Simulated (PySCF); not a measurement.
Cl2GeH4Si, SMILES Cl[SiH](Cl)[GeH3]. Atoms are numbered in the order given.

```xyz
8

Si     0.5949     0.5816     0.0000
Cl     1.4896    -0.2141     1.6802
Cl     1.4896    -0.2141    -1.6802
Ge    -1.6676    -0.0701     0.0000
H      0.8463     2.0427     0.0000
H     -2.3704     0.4690    -1.2538
H     -2.3704     0.4690     1.2538
H     -1.7178    -1.6026     0.0000
```
Charge 0, spin multiplicity 1.

Geometry optimised at ωB97X-D3(BJ)/def2-SVP. This is a generated structure with no PubChem entry under its InChIKey; it may be hypothetical.

All values below come from CAM-B3LYP/def2-TZVP run with PySCF.

Symmetry labels are those of the subgroup Cs that the program uses (full group Cs).

Computed valence orbital energies around the gap with their symmetry:
| orbital | symmetry | energy (eV) |
|---|---|---|
| HOMO−7 | A" | -13.06 |
| HOMO−6 | A' | -12.11 |
| HOMO−5 | A" | -11.52 |
| HOMO−4 | A' | -11.37 |
| HOMO−3 | A' | -10.98 |
| HOMO−2 | A" | -10.97 |
| HOMO−1 | A" | -10.66 |
| HOMO | A' | -9.51 |
| LUMO | A' | 0.68 |
| LUMO+1 | A" | 0.74 |
| LUMO+2 | A' | 1.18 |
| LUMO+3 | A' | 1.81 |
